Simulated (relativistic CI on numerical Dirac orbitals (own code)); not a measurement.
# Ligand-field terms of d3

Computed with a parametric ligand-field model of a d^n configuration (Racah B and C, spin-orbit zeta, crystal field), exact diagonalisation.

Field parameters in Wybourne normalisation: Oh B⁴₀ = 21Dq, B⁴₄ = √(5/14) B⁴₀. The field is a parameter set, without covalency.

B = 430 cm⁻¹, C = 1610 cm⁻¹ (C/B = 3.74), Oh, no spin-orbit coupling. Tanabe-Sugano data, E/B above the lowest term (Δ = |10Dq|; b, c mark the second and third term of a kind):

```csv
Δ/B,4A2,4T2,4T1,2E,2T1,2T2
1.0,0.00,1.00,1.79,16.13,16.20,16.58
3.0,0.00,3.00,5.29,16.96,17.43,19.03
5.0,0.00,5.00,8.68,17.36,18.09,21.15
7.0,0.00,7.00,11.92,17.61,18.47,22.83
9.0,0.00,9.00,15.00,17.79,18.73,24.03
11.0,0.00,11.00,17.92,17.94,18.91,24.91
13.0,0.00,13.00,20.68,18.07,19.05,25.62
15.0,0.00,15.00,23.29,18.18,19.16,26.22
17.0,0.00,17.00,25.79,18.28,19.25,26.74
19.0,0.00,19.00,28.19,18.36,19.33,27.20
21.0,0.00,21.00,30.51,18.44,19.39,27.61
23.0,0.00,23.00,32.78,18.51,19.45,27.97
25.0,0.00,25.00,35.00,18.58,19.50,28.30
27.0,0.00,27.00,37.18,18.64,19.54,28.59
29.0,0.00,29.00,39.34,18.69,19.58,28.86
31.0,0.00,31.00,41.47,18.74,19.61,29.10
33.0,0.00,33.00,43.58,18.79,19.64,29.32
35.0,0.00,35.00,45.68,18.84,19.67,29.52
37.0,0.00,37.00,47.77,18.88,19.70,29.71
39.0,0.00,39.00,49.84,18.92,19.72,29.88
41.0,0.00,41.00,51.91,18.96,19.74,30.04
43.0,0.00,43.00,53.97,18.99,19.76,30.18
45.0,0.00,45.00,56.03,19.02,19.78,30.32
47.0,0.00,47.00,58.08,19.06,19.80,30.44
```

The ground term stays 4A2.
